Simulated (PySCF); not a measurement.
Species: FH₅N₂Si.
Numbering: `[NH2:1][SiH:2]([NH2:3])[F:4]` (hydrogens: H5, H6 on N1; H7 on Si2; H8, H9 on N3)

Method: PBE0-D3(BJ)/def2-SVP geometry optimisation, gas phase in PySCF 2.14.0.

(1) What internal coordinates does the optimisation give?

Results:

(1) 
```csv
bond,length (Å),order
"N1–Si2, Si2–N3",1.708,single
Si2–F4,1.632,single
N1–H5 and 3 like bonds,1.013,single
Si2–H7,1.489,single
```

Bonds in one row agree within 0.01 Å and their mean is given. Orders are formal, as drawn. A selection of angles:
```csv
angle,degrees
Si2–N1–H5,121.2
H5–N1–H6,112.3
N1–Si2–N3,107.6
N1–Si2–F4,116.0
N1–Si2–H7,106.2
N3–Si2–F4,103.6
N3–Si2–H7,119.8
F4–Si2–H7,104.1
```

Si2 (fluorine-bound silicon) is distorted tetrahedral (angles from 103.6° to 119.8°). N1 (silicon-bound nitrogen) has angles 121.3°, 121.2° and 112.3°, sum 354.8°, 0.16 Å off the plane of its three neighbours.

Point group: C1 (no symmetry element, even within 0.4 Å). No PBE0-D3(BJ)/def2-SVP frequencies stand behind this structure, so it isn't proved a minimum. One conformer, not necessarily the lowest (H–N1–Si2–N3 47° and -161°, N1–Si2–N3–H 52° and -159°).
